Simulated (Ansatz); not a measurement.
Born–Oppenheimer molecular dynamics of H$_{7}$OPSi$_{2}$ (11 atoms, charge 0, multiplicity 1). It goes on from the last frame of an earlier run, with new velocities.

Method: RKS PBE0-D4/STO-3G (Ansatz 0.2.0).

| Item | Value |
| --- | --- |
| ensemble | NVT, Nosé–Hoover chain |
| time step | 0.5 fs |
| steps asked | 266 |
| set temperature | 1000 K |
| thermostat | time constant 100 fs, chain length 3 (defaults) |
| seed | 86070 |

First frame:

```xyz
11
Properties=species:S:1:pos:R:3
O -0.961 0.632 -1.612
Si -0.353 1.497 -0.272
P 1.100 0.404 0.943
Si 0.487 -1.638 0.538
H -1.630 -0.030 -1.259
H -1.581 1.984 0.422
H 0.291 2.714 -0.825
H 0.288 0.498 2.091
H -0.944 -1.757 0.764
H 0.813 -1.975 -0.822
H 1.149 -2.565 1.414
```

Q: How far do the bonds stretch over the last three quarters of this one trajectory? (Pairs bonded in most of those frames.)

A: 
| bond | mean (Å) | spread (Å) | shortest | longest |
| --- | --- | --- | --- | --- |
| O1–Si2 | 1.728 | 0.053 | 1.64 | 1.81 |
| O1–H5 | 1.020 | 0.016 | 0.98 | 1.05 |
| Si2–P3 | 2.247 | 0.077 | 2.11 | 2.36 |
| Si2–H6 | 1.465 | 0.055 | 1.37 | 1.55 |
| Si2–H7 | 1.451 | 0.034 | 1.39 | 1.50 |
| P3–Si4 | 2.211 | 0.026 | 2.17 | 2.25 |
| P3–H8 | 1.414 | 0.040 | 1.35 | 1.47 |
| Si4–H9 | 1.449 | 0.022 | 1.41 | 1.49 |
| Si4–H10 | 1.450 | 0.026 | 1.41 | 1.49 |
| Si4–H11 | 1.450 | 0.034 | 1.40 | 1.50 |

Mean temperature of the second half: 795 K. The conserved energy stayed within 0.27 meV per atom of its start (net change 0.25 meV per atom), so the integration is sound. The mean temperature of the second half is 20 % below the set value. A run of 0.13 ps of so small a system gives no equilibrium averages. Limits of this set-up: minimal basis.

The run took 7.7 min on 1 thread of Arm Neoverse V1 (shared host), peak memory 0.097 GiB.
